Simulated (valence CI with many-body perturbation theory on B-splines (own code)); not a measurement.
Values are calculated unless marked as measured or tabulated.
Hyperfine factors and g values of Pm40+

Method: configuration interaction combined with many-body perturbation theory (CI+MBPT): three valence electrons over a frozen Dirac-Fock core [Ar], a basis of 7 s, 7 p, 8 d, 6 f, 4 g, 1 h functions for each j, with the one-electron correlation potential Σ1 (screened to all orders), the two-electron term Σ2, the three-electron term Σ3, Breit, model QED; selected single and double excitations, second order for the rest, scaled by the run's own slope (own B-spline code, finite nucleus).

The last digits are not significant, and no measured levels were compared; by estimate large intervals hold to a few tenths of a per cent, small ones and those within an open d or f shell to about a per cent. Only levels of the ground parity were solved; by the run's estimate the other parity begins above the list, which can be wrong where configurations are misplaced.

A/g_I is the dipole constant over the nuclear g factor μ/I (μ in nuclear magnetons, uniformly magnetised nucleus), B/Q the quadrupole constant per barn. Both hold the static response of the core; the bare values leave it out. Large factors of s and p1/2 electrons are usually good to 5 to 10 %; those of open d and f shells near neutrality can be off by tens of per cent, and small factors of p3/2, d and f electrons come from cancelling terms and can be off by a factor of two or in sign, in half-filled shells by more. B is blank for J = 1/2, where it vanishes, and for nearly pure S terms. Energies count from the lowest level.

Levels are named by their leading jj configuration (3d3/2^4 stands for four electrons in 3d with j = 3/2), which in mixed levels can hold well under half, so a name can repeat and another be missing. Letters in brackets count levels of one name in rising energy.

```tsv
Level	E (cm⁻¹)	g	A/g_I (MHz)	A/g_I bare	B/Q (MHz/b)	B/Q bare
(3d3/2^3) J=3/2	0	0.654	52800	52300	-27200	-27700
(3d3/2^2 3d5/2) J=5/2 [a]	184680	1.046	29900	30100	-14800	-15100
(3d3/2^2 3d5/2) J=3/2	229850	1.219	23900	24300	-9100	-9240
(3d3/2^2 3d5/2) J=7/2	243130	1.069	31400	31600	7350	7450
(3d3/2^2 3d5/2) J=9/2	251540	1.064	33000	33100	31800	32300
(3d3/2^2 3d5/2) J=1/2	260560	1.877	-23200	-21700		
(3d3/2^2 3d5/2) J=5/2 [b]	383690	1.361	16300	16900	42500	43100
(3d3/2 3d5/2^2) J=7/2 [a]	430020	1.076	25900	26100	1620	1640
(3d3/2 3d5/2^2) J=9/2	453460	1.133	25500	25800	12900	13100
(3d3/2 3d5/2^2) J=3/2 [a]	486100	1.135	28300	28600	-31200	-31700
(3d3/2 3d5/2^2) J=1/2	503430	1.445	-8050	-7220		
(3d3/2 3d5/2^2) J=11/2	516850	1.084	28700	28900	66500	67500
(3d3/2 3d5/2^2) J=5/2 [a]	529290	1.187	13800	14200	42100	42800
(3d3/2 3d5/2^2) J=5/2 [b]	562090	1.107	28900	29200	-10500	-10700
(3d3/2 3d5/2^2) J=7/2 [b]	577810	1.103	29100	29300	13800	14100
(3d3/2 3d5/2^2) J=3/2 [b]	673960	1.036	39000	39100	29300	29700
(3d5/2^3) J=9/2	693570	1.135	21500	21800	9400	9550
(3d5/2^3) J=3/2	797660	0.984	29700	29800	15400	15700
(3d5/2^3) J=5/2	852930	1.150	21600	21900	9470	9620
```

Task: Take the isotope of mass number 147, with I = 7/2, μ = 2.58 μN and Q = 0.74 b. What is the hyperfine structure of (3d3/2^3) J=3/2?

Result: From the table A = 38900 MHz, B = -20100 MHz. Shifts from the centre of gravity in MHz: F = 2: -273000, F = 3: -142000, F = 4: 19100, F = 5: 199000.
